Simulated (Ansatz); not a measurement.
Basis-set extrapolation for `OCO[SiH3]` (PBE0-D4/def2-TZVP geometry, frozen core, Ansatz). Multiplicity 1, RHF reference.

```csv
,def2-TZVPP,def2-QZVPP
HF,-480.141560,-480.160278
MP2 correlation,-0.775147,-0.834669
CCSD(T) correlation,-0.837862,not run
```

Energies in hartree. Use E(X) = E(∞) + A·exp(−7.88·√X) for Hartree–Fock and E(X) = E(∞) + B·X^(−2.97) for correlation, with X = 3 and 4, and add CCSD(T) minus MP2 of the smaller set to the MP2 limit.

Q: What is the CCSD(T) energy at the basis-set limit?

A: HF limit: -480.160278 + (-0.018718) × 0.13774 = -480.16286. MP2 limit: -0.834669 + (-0.059522) × 0.74074 = -0.87876. Higher-order term: -0.837862 − (-0.775147) = -0.06271. Total: -481.10433 hartree, 327.9 kJ/mol below CCSD(T)/def2-TZVPP.
